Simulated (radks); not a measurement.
The numbers below are computed, except where a source is named.
Initial-state core-level shifts of the tantalum ion Ta2+ when its valence configuration changes from [Xe] 4f14 5d3. Code: a radial shooting solver on a logarithmic mesh with Libxc functionals. Model: Dirac Kohn-Sham, LDA (Slater exchange, Perdew-Wang correlation), spin-unpolarised, spherical densities, point nucleus; open shells are shared between the two j in proportion to 2j + 1. Shifts are changes of the shell-averaged eigenvalues in eV (positive: less bound).

[
 {"valence": "4f13 5d3 6s1", "2p": "-13.034", "3d": "-14.266", "4d": "-12.837", "5s": "-7.402"},
 {"valence": "4f13 5d4", "2p": "-9.863", "3d": "-11.129", "4d": "-9.715", "5s": "-4.405"},
 {"valence": "4f14 5d2.5 6p0.5", "2p": "-2.176", "3d": "-2.160", "4d": "-2.164", "5s": "-2.123"},
 {"valence": "4f13 5d2.5 6p1.5", "2p": "-16.812", "3d": "-18.024", "4d": "-16.586", "5s": "-11.032"},
 {"valence": "4f14 5d2 6s1", "2p": "-2.976", "3d": "-2.942", "4d": "-2.942", "5s": "-2.868"},
 {"valence": "4f13.5 5d3 6p0.5", "2p": "-7.067", "3d": "-7.664", "4d": "-7.002", "5s": "-4.365"},
 {"valence": "4f13 5d3 6p1", "2p": "-14.445", "3d": "-15.680", "4d": "-14.253", "5s": "-8.796"},
 {"valence": "4f13.5 5d3.5", "2p": "-4.845", "3d": "-5.457", "4d": "-4.796", "5s": "-2.213"},
 {"valence": "4f14 5d2 6p1", "2p": "-4.402", "3d": "-4.367", "4d": "-4.372", "5s": "-4.278"}
]
